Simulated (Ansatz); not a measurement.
Basis-set series for F$_{2}$GeH$_{4}$OSi (`[OH][Ge]([F])([F])[SiH3]`). Charge 0, multiplicity 1. The geometry is a stationary point of PBE0-D4/def2-TZVP. It is one conformer, not always the lowest.

```xyz
9

O     1.323   -1.588    0.094
Ge    0.164   -0.413    0.683
F    -1.115   -1.280    1.466
F     0.899    0.428    2.007
Si   -0.622    1.049   -1.018
H     1.662   -2.171    0.780
H    -1.596    1.972   -0.392
H    -1.263    0.219   -2.064
H     0.547    1.783   -1.556
```

```
functional       basis  functions  energy (Eh)  HOMO (eV)  LUMO (eV)
   PBE0-D4    def2-SVP        112  -2642.69439      -9.33      -0.15
   PBE0-D4  def2-TZVPP        239  -2643.41230      -9.41      -0.40
   ωB97M-V    def2-SVP        112  -2643.12637     -11.41       1.78
   ωB97M-V  def2-TZVPP        239  -2643.85186     -11.52       1.38
```

**Question.** Give the rows for def2-QZVPP. (Estimate.)

**Answer.** The calculation gave: 
```
functional       basis  functions  energy (Eh)  HOMO (eV)  LUMO (eV)
   PBE0-D4  def2-QZVPP        450  -2643.48364      -9.45      -0.54
   ωB97M-V  def2-QZVPP        450  -2643.92024     -11.57       1.04
```

Positive LUMOs are unbound and depend on the basis. Scalar relativity is left out up to krypton.

Program: Ansatz 0.2.0.
